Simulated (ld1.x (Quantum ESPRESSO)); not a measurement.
Cu: one change to a PAW potential, before and after

ld1.x (Quantum ESPRESSO) 7.5 input, shortened:

```
&input
   title='Cu', zed=29., rel=1, dft='PBE', iswitch=3,
   config='[Ar] 3d10 4s0.5 4p0'
 /
 &inputp
   pseudotype=3, lpaw=.true., tm=.true., lloc=-2, rcloc=1.55,
   nlcc=.true., new_core_ps=.true.,
   which_augfun='PSQ', rmatch_augfun=1.25
 /
6
4S  1  0   0.50   0.00  1.90  2.40  0.0
4S  1  0   0.00   0.20  1.90  2.40  0.0
4P  2  1   0.00   0.00  2.40  2.75  0.0
4P  2  1   0.00   1.05  2.40  2.75  0.0
3D  3  2  10.00   0.00  1.20  1.50  0.0
3D  3  2   0.00   2.60  1.20  1.50  0.0
 &test
   configts(1)='3d10 4s0.5 4p0'
 /
```

Change: local potential all-electron potential smoothed inside 1.02 bohr (lloc = -2).

Cutoffs: the cutoffs (Ry, on a coarse ladder) from which the occupation-weighted sum of valence levels, in a spherical-Bessel basis at the reference potential, stays within 10 and 1 mRy of its value at 400 Ry; they do not see the model core or the augmentation charge, which bear on the density cutoff. Errors are all-electron minus pseudo energies relative to the spin-unpolarised reference configuration.

Problem. What does the change do?

Solution. The potential gets neither clearly harder nor softer (50 Ry and 80 Ry → 50 Ry and 80 Ry); a bound ghost appears in s, which as a rule spoils a file; of the 7 tests that both files solve, the error grows in 4 and shrinks in 0 by more than 15 % and 0.3 meV (median size 65.2 → 72.2 meV); the range in which the s phases agree widens (upper end 2.4 → at the end of the scan). A state that the projectors do not describe sees the local part alone, so a deeper or shallower local part can create or remove a ghost. That the errors move this way runs against the usual rule that smaller radii transfer better.

| quantity | base | changed |
| --- | --- | --- |
| cutoff, loose | 50 Ry | 50 Ry |
| cutoff, tight | 80 Ry | 80 Ry |
| bound ghosts | none | s |
| error for 3d10 4s1 4p0, meV [ΔE -3.16 eV] | -0.6 | -1.0 |
| error for 3d10 4s0 4p0, meV [ΔE 4.99 eV] | -1.9 | -2.0 |
| error for 3d9 4s0 4p0, meV [ΔE 26.32 eV] | -65 | -64 |
| error for 3d9 4s2 4p0, meV [ΔE -1.19 eV] | -71 | -99 |
| error for 3d9 4s1 4p1, meV [ΔE 3.65 eV] | -66 | -77 |
| error for 3d7 4s0 4p0, meV [ΔE 125.05 eV] | -1838 | -1867 |
| error for 3d9 4s1 4p0, meV [ΔE 8.42 eV] | -62 | -72 |
| s: phases at 3.01 bohr within 0.05 rad from the reference energy up to (Ry; the scan ends near 5) | 2.4 | to the end of the scan |
| p: phases at 3.01 bohr within 0.05 rad from the reference energy up to (Ry; the scan ends near 5) | 3.1 | 2.9 |
| d: phases at 3.01 bohr within 0.05 rad from the reference energy up to (Ry; the scan ends near 5) | to the end of the scan | to the end of the scan |
| lowest overlap eigenvalue by channel | s 0.38, p 0.64, d 0.15 | s 0.22, p 0.47, d 0.18 |

 A true bound ghost makes a file unfit for plane-wave use even where its test errors are small: the radial tests pick states by their node count and pass the ghost by.
